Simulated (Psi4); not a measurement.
ClCu, singlet, at a GFN2-xTB geometry (such geometries of metal compounds can be far from the true shape), with bond 1-2 at 1.3 times its length; CAM-B3LYP/6-31G* (Psi4).

Here is a job for Psi4.
```
memory 2 GB

molecule {
0 1
Cu    0.00000000    0.00000000   -1.37297968
Cl    0.00000000    0.00000000    1.29274060
}

set {
  basis 6-31g*
  guess sapgau
}

energy('cam-b3lyp')
print_variables()
```

Q: What does Psi4 print? Leave out banner, timings and long lists.

A: 
```
   => Loading Basis Set <=

    Name: 6-31G*
    Role: ORBITAL
    Keyword: BASIS

         ---------------------------------------------------------
                                   SCF
               by Justin Turney, Rob Parrish, Andy Simmonett
                          and Daniel G. A. Smith
                              RKS Reference
         ---------------------------------------------------------

  ==> Geometry <==

    Molecular point group: c2v
    Full point group: C_inf_v

    Geometry (in Angstrom), charge = 0, multiplicity = 1:

       Center              X                  Y                   Z               Mass
    ------------   -----------------  -----------------  -----------------  -----------------
         CU           0.000000000000     0.000000000000    -0.952182382662    62.929597720000
         CL           0.000000000000     0.000000000000     1.713537897338    34.968852682000

  Running in c2v symmetry.

  Rotational constants: A = ************  B =      0.10554  C =      0.10554 [cm^-1]
  Rotational constants: A = ************  B =   3163.93480  C =   3163.93480 [MHz]
  Nuclear repulsion =   97.866369107680725

  Charge       = 0
  Multiplicity = 1
  Electrons    = 46
  Nalpha       = 23
  Nbeta        = 23

  ==> Algorithm <==

  SCF Algorithm Type is DF.
  DIIS enabled.
  MOM disabled.
  Fractional occupation disabled.
  Guess Type is SAPGAU.
  Energy threshold   = 1.00e-06
  Density threshold  = 1.00e-06
  Integral threshold = 1.00e-12

  ==> Primary Basis <==

  Basis Set: 6-31G*
    Blend: 6-31G*
    Number of shells: 20
    Number of basis functions: 58
    Number of Cartesian functions: 58
    Spherical Harmonics?: false
    Max angular momentum: 3

  ==> DFT Potential <==

   => LibXC <=

    Version 7.1.2
    S. Lehtola, C. Steigemann, M. J. T. Oliveira, and M. A. L. Marques,  SoftwareX 7, 1–5 (2018) (10.1016/j.softx.2017.11.002)

   => Composite Functional: CAM-B3LYP <=

    CAM-B3LYP Hyb-GGA Exchange-Correlation Functional

    T. Yanai, D. P. Tew, and N. C. Handy,  Chem. Phys. Lett. 393, 51 (2004) (10.1016/j.cplett.2004.06.011)

    Deriv               =              1
    GGA                 =           TRUE
    Meta                =          FALSE

    Exchange Hybrid     =           TRUE
    MP2 Hybrid          =          FALSE

   => Exchange Functionals <=

    0.3500         Becke 88 [omega = 0.3300]
    0.4600   Short-range recipe for B88 functional - erf [omega = 0.3300]

   => Exact (HF) Exchange <=

    0.4600            HF,LR [omega = 0.3300]
    0.1900               HF

   => Correlation Functionals <=

    0.1900   Vosko, Wilk & Nusair (VWN5)
    0.8100   Lee, Yang & Parr

   => LibXC Density Thresholds  <==

    XC_HYB_GGA_XC_CAM_B3LYP:  1.00E-14

   => Molecular Quadrature <=

    Radial Scheme          =       TREUTLER
    Pruning Scheme         =           NONE
    Nuclear Scheme         =       TREUTLER

    Blocking Scheme        =         OCTREE
    BS radius alpha        =              1
    Pruning alpha          =              1
    Radial Points          =             75
    Spherical Points       =            302
    Total Points           =          43042
    Total Blocks           =            418
    Max Points             =            254
    Max Functions          =             57
    Weights Tolerance      =       1.00E-15

   => Loading Basis Set <=

    Name: (6-31G* AUX)
    Role: JKFIT
    Keyword: DF_BASIS_SCF

   => Loading Basis Set <=

    Name: SAP_HELFEM_LARGE
    Role: ORBITAL
    Keyword: SAPGAU_BASIS

  ==> Integral Setup <==

  SCF_SUBTYPE=INCORE selected. In-core MEM_DF algorithm will be used.
  Using in-core AOs.

  ==> MemDFJK: Density-Fitted J/K Matrices <==

    J tasked:                   Yes
    K tasked:                   Yes
    wK tasked:                  Yes
    Omega:                3.300E-01
    Algorithm:                 Core
    Schwarz Cutoff:           1E-12
    Mask sparsity (%):       2.9132
[...]
     B1        13      13       5       5       5       0
     B2        13      13       5       5       5       0
   -------------------------------------------------------
    Total      58      58      23      23      23       0
   -------------------------------------------------------

  ==> Iterations <==

                           Total Energy        Delta E     RMS |[F,P]|

    Occupation by irrep:
             A1    A2    B1    B2
    DOCC [    13,    1,    5,    4 ]
    NA   [    13,    1,    5,    4 ]
    NB   [    13,    1,    5,    4 ]

   @DF-RKS iter   1: -2099.31640004211567   -2.09932e+03   5.52746e-02 DIIS/ADIIS
    Occupation by irrep:
             A1    A2    B1    B2
    DOCC [    12,    1,    5,    5 ]
    NA   [    12,    1,    5,    5 ]
    NB   [    12,    1,    5,    5 ]

   @DF-RKS iter   2: -2094.04678042972682    5.26962e+00   1.22659e-01 ADIIS
   @DF-RKS iter   3: -2099.73841584310912   -5.69164e+00   5.80543e-02 DIIS/ADIIS
   @DF-RKS iter   4: -2100.17649744247456   -4.38082e-01   1.92288e-02 DIIS/ADIIS
   @DF-RKS iter   5: -2100.38894507143232   -2.12448e-01   1.29675e-02 DIIS/ADIIS
   @DF-RKS iter   6: -2100.43468025194898   -4.57352e-02   4.49803e-03 DIIS/ADIIS
   @DF-RKS iter   7: -2100.44074334712695   -6.06310e-03   1.56876e-03 DIIS/ADIIS
   @DF-RKS iter   8: -2100.44264617928002   -1.90283e-03   1.14935e-03 DIIS/ADIIS
   @DF-RKS iter   9: -2100.44350339342054   -8.57214e-04   3.54122e-04 DIIS/ADIIS
   @DF-RKS iter  10: -2100.44360068913829   -9.72957e-05   3.96604e-05 DIIS
   @DF-RKS iter  11: -2100.44360414225866   -3.45312e-06   1.26811e-05 DIIS
   @DF-RKS iter  12: -2100.44360468814466   -5.45886e-07   1.85609e-05 DIIS
   @DF-RKS iter  13: -2100.44360487370204   -1.85557e-07   4.12739e-06 DIIS
   @DF-RKS iter  14: -2100.44360489892551   -2.52235e-08   1.02111e-06 DIIS
   @DF-RKS iter  15: -2100.44360491516909   -1.62436e-08   8.78548e-07 DIIS
  Energy and wave function converged.

  ==> Post-Iterations <==

   Electrons on quadrature grid:
      Ntotal   =   45.9999972409 ; deviation = -2.759e-06

    Orbital Energies [Eh]
    ---------------------

    Doubly Occupied:

[...]
    Virtual:

[...]
    Final Occupation by Irrep:
             A1    A2    B1    B2
    DOCC [    12,    1,    5,    5 ]
    NA   [    12,    1,    5,    5 ]
    NB   [    12,    1,    5,    5 ]

  @DF-RKS Final Energy: -2100.44360491516909

   => Energetics <=

    Nuclear Repulsion Energy =             97.8663691076807254
    One-Electron Energy =               -3119.6959621164842247
    Two-Electron Energy =                 995.5639077623728781
    DFT Exchange-Correlation Energy =     -74.1779196687384683
    Empirical Dispersion Energy =           0.0000000000000000
    VV10 Nonlocal Energy =                  0.0000000000000000
    Total Energy =                      -2100.4436049151690895

Computation Completed

Properties will be evaluated at   0.000000,   0.000000,   0.000000 [a0]

Properties computed using the SCF density matrix

 Multipole Moments:

 ------------------------------------------------------------------------------------
     Multipole            Electronic (a.u.)      Nuclear  (a.u.)        Total (a.u.)
 ------------------------------------------------------------------------------------

 L = 1.  Multiply by 2.5417464519 to convert [e a0] to [Debye]
 Dipole X            :          0.0000000            0.0000000            0.0000000
 Dipole Y            :          0.0000000            0.0000000            0.0000000
 Dipole Z            :         -5.9189187            2.8664408           -3.0524779
 Magnitude           :                                                    3.0524779

 ------------------------------------------------------------------------------------

  Variable Map:
  ----------------------------------------------------------------------------
[...]
  Array Variable Map:
  ----------------------------------------------------------------------------
[...]
[...]
```
